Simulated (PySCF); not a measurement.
Computed shifts of a molecule C5H4F2O, PBE/pcSseg-1 in PySCF, GIAO, gas phase, atoms alike by connectivity averaged where their shifts nearly agree, in ppm (number of nuclei): ¹³C: 216.0 (1), 163.6 (1), 135.9 (1), 128.6 (1), 101.5 (1). ¹⁹F: -152.2 (1), -216.8 (1). ¹H: 7.28 (1), 7.06 (1), 6.21 (2). References: ¹³C against TMS (σ = 182.0 ppm); ¹⁷O against H2O (σ = 334.3 ppm); ¹⁹F against CFCl3 (σ = 133.6 ppm); ¹H against TMS (σ = 31.49 ppm), references at their B3LYP-D3(BJ)/def2-TZVP geometries, non-relativistic. Geometry: B3LYP-D3(BJ)/def2-SVP. Other conformers were not sampled.

Question: Which structure fits?
(A) C=C=CO/C(F)=C\F
(B) O=C[C@H]1C(F)=C[C@@H]1F
(C) FC(F)=C1C=COC1
(D) FC1(F)C=CC=CO1

Answer: A, C=C=CO/C(F)=C\F
